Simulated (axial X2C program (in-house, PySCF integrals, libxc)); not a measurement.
Bond lengths and stretching modes, held linear, of TaCN

Computed with an axial X2C code built on PySCF integrals: two-component X2C with atomic mean-field Coulomb and Gaunt terms, Gaussian nuclei, basis Ta dyall-v3z, C dyall-v3z, N dyall-av3z with contracted cores. Spin-free rows use the one-electron spin-free X2C Hamiltonian.

Masses Ta 180.948, C 12.000, N 14.003 u. States: 2c Ω = 1 (beyond evenly filled blocks: ω = -3/2, ω = 5/2); spin-free M_S = 2, Λ = 2 (beyond evenly filled blocks: σα, π+α, π-α, δ+α).

BHandHLYP, spin-free: energies above the lowest point

```json
{"r(Ta–C) (Å)": "2.0485", "r(C–N) (Å)": "1.1329", "E (meV)": "43.05"}
{"r(Ta–C) (Å)": "2.0485", "r(C–N) (Å)": "1.1620", "E (meV)": "23.38"}
{"r(Ta–C) (Å)": "2.0485", "r(C–N) (Å)": "1.1910", "E (meV)": "96.88"}
{"r(Ta–C) (Å)": "2.1010", "r(C–N) (Å)": "1.1329", "E (meV)": "12.54"}
{"r(Ta–C) (Å)": "2.1010", "r(C–N) (Å)": "1.1620", "E (meV)": "0.00"}
{"r(Ta–C) (Å)": "2.1010", "r(C–N) (Å)": "1.1910", "E (meV)": "81.58"}
{"r(Ta–C) (Å)": "2.1010", "r(C–N) (Å)": "1.2201", "E (meV)": "239.78"}
{"r(Ta–C) (Å)": "2.1535", "r(C–N) (Å)": "1.1329", "E (meV)": "20.31"}
{"r(Ta–C) (Å)": "2.1535", "r(C–N) (Å)": "1.1620", "E (meV)": "13.29"}
{"r(Ta–C) (Å)": "2.1535", "r(C–N) (Å)": "1.1910", "E (meV)": "101.14"}
{"r(Ta–C) (Å)": "2.2061", "r(C–N) (Å)": "1.1620", "E (meV)": "56.56"}
{"r(Ta–C) (Å)": "2.2061", "r(C–N) (Å)": "1.2201", "E (meV)": "320.30"}
```

Question: Fit a quadratic surface with cubic terms in each bond: where is the minimum, and what are the two stretching wavenumbers?

Answer: At BHandHLYP, spin-free: bonds 2.110 and 1.151 Å; harmonic stretches 389.3 and 2231.1 cm⁻¹; force constants 2.04, 19.1 and coupling 0.67 mdyn/Å.

The other levels and Hamiltonians give:

| Hamiltonian | level | r(Ta–C) (Å) | r(C–N) (Å) | lower stretch (cm⁻¹) | upper stretch (cm⁻¹) |
| --- | --- | --- | --- | --- | --- |
| 2c | PBE0 | 2.098 | 1.161 | 409.9 | 2209.5 |
| 2c | HF | 2.218 | 1.134 | 339.8 | 2432.0 |
| 2c | BHandHLYP | 2.135 | 1.147 | 396.0 | 2299.3 |
| spin-free | PBE0 | 2.069 | 1.165 | 407.5 | 2154.1 |
| spin-free | HF | 2.203 | 1.139 | 331.9 | 2153.3 |

Each state is one determinant, the lowest of a limited PBE0 search; the stretches come from a fit to these few points and carry an uncertainty of a few per cent. Other orders of the atoms were not compared. Left out for rough or failed fits: MP2 2c, MP2 spin-free. The levels spread by more than a fifth, so the stretches depend strongly on the method. The molecule was held linear; bending was not examined, so a bent shape may lie lower. Open-shell Ω = 0 determinants with evenly filled partner blocks cannot be reached by this program, so the Ω shown need not be the lowest component. Note: functional without a current term on a determinant with orbital currents, of the molecule or an atom. Note: several unpaired electrons, one determinant need not be a pure state.
